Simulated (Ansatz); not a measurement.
`[OH][GeH]([PH2])[Br]` → `[OH][Ge][Br]` + PH₃ at 600 K and 1 bar (germylene formation by 1,1-elimination).

Calculated with Ansatz (gas phase, PBE0-D4/def2-TZVP geometries, no zero-point term in ΔE). CCSD(T)/CBS adds triple-zeta CCSD(T) − MP2 to the extrapolated MP2 energy (def2 sets, frozen cores). This one scheme is used for every species. For Br, Ge outer-core shells are correlated without core-valence functions, which leaves a few kJ/mol of doubt a bond. Scalar relativity is left out up to krypton. Each species was taken in one conformer, which may not be the lowest.

```
               species  CCSD(T)/CBS energy (Eh)  H − E (kJ/mol)  S (J/(mol·K))
`[OH][GeH]([PH2])[Br]`              -5068.02072           165.8          456.4
        `[OH][Ge][Br]`              -4725.27533            71.4          350.0
                   PH₃               -342.72256            86.3          240.2
```

H − E and S are ideal-gas, rigid-rotor, harmonic terms from PBE0-D4/def2-TZVP, for one conformer and one mirror image of each species. 1 Eh = 2625.50 kJ/mol, R = 8.31446 J/(mol·K).

**Question.** By hand: ΔE, ΔH, ΔS and ΔG.

**Answer.** ΔE = (-4725.27533) + (-342.72256) − (-5068.02072) = 0.02283 Eh = 59.9 kJ/mol. Δ(H − E) = 71.4 + 86.3 − 165.8 = -8.1, so ΔH = 51.8 kJ/mol. ΔS = 350.0 + 240.2 − 456.4 = 133.8 J/(mol·K). ΔG = 51.8 − 600 × (133.8)/1000 = -28.5 kJ/mol.

**Question.** By hand: the equilibrium constant, and the temperature at which ΔG would vanish if ΔH and ΔS stayed fixed.

**Answer.** log₁₀ K = −ΔG/(RT ln 10) = 2.5. ΔG = 0 at ΔH/ΔS = 387 K.

The number of gas molecules changes by +1, which sets the sign of ΔS. A doubt of 5 kJ/mol in ΔE shifts log₁₀ K by 0.4 here. Other conformers and mirror images would add mixing entropy, several J/(mol·K) or more a flexible species. These are equilibria of isolated gas molecules and say nothing of rates. Largest T1 diagnostic: 0.013 (customary marks: 0.02 for closed shells, 0.045 for open ones).
